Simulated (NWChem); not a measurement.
Molecule: C2H4ClFSi; SMILES F/C(Cl)=C\[SiH3]

**Question.** Give the equilibrium geometry at PBE-D3(BJ)/def2-SVP (NWChem) as an XYZ file, with the point group.

**Answer.** point group Cs; any orientation.
```
9

F      1.4394    -0.3822     0.0000
C      0.1114    -0.5462     0.0000
Cl    -0.3202    -2.2232     0.0000
C     -0.7416     0.4918     0.0000
Si    -0.1471     2.2762     0.0000
H     -1.8144     0.2504     0.0000
H      0.6833     2.5704    -1.2199
H     -1.3568     3.1680     0.0000
H      0.6833     2.5704     1.2199
```
